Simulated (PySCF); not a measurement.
HOZn, SMILES [OH][Zn] (connectivity only; charge and spin as stated), neutral, multiplicity 2.

Geometry optimised at B3LYP-D3(BJ)/def2-TZVP. The spin state was assumed, not searched. The isomer is the one that the SMILES or the coordinates give; other isomers of the formula were not compared.

All values below come from TDA-ωB97X/def2-TZVPD in PySCF.

Vertical excitations. Isolated molecule, no solvent.

Computed UV-visible absorptions:
```
state    energy (eV)  λ (nm)      f                                                                                            main pairs
-------  -----------  ------  -----  ----------------------------------------------------------------------------------------------------
root 1          3.11     399  0.003                                                                                      β HOMO→LUMO 96 %
root 2          3.97     312  0.044                                                                                    β HOMO−1→LUMO 86 %
root 3          4.14     299  0.144                                                                  α HOMO→LUMO 71 %, α HOMO→LUMO+3 21 %
root 4          4.32     287  0.163                                                                α HOMO→LUMO+1 74 %, α HOMO→LUMO+4 23 %
root 5          5.54     224  0.243                                                                α HOMO→LUMO+2 71 %, α HOMO→LUMO+5 12 %
root 6          6.50     191  0.010                                                               α HOMO−1→LUMO+1 6 %, β HOMO−2→LUMO 74 %
root 7          6.56     189  0.002                                                              α HOMO−1→LUMO 71 %, α HOMO−1→LUMO+3 19 %
root 8          6.71     185  0.005  α HOMO−1→LUMO+1 38 %, α HOMO−1→LUMO+4 13 %, β HOMO→LUMO+2 27 %, β HOMO−2→LUMO 7 %, β HOMO→LUMO+5 6 %
root 9          6.78     183  0.002        α HOMO→LUMO+3 35 %, α HOMO→LUMO+5 32 %, α HOMO→LUMO+2 11 %, α HOMO→LUMO 8 %, β HOMO−2→LUMO 5 %
root 10         6.85     181  0.000                                                                β HOMO→LUMO+1 78 %, β HOMO→LUMO+4 13 %
```
Unrestricted roots are not spin-pure.
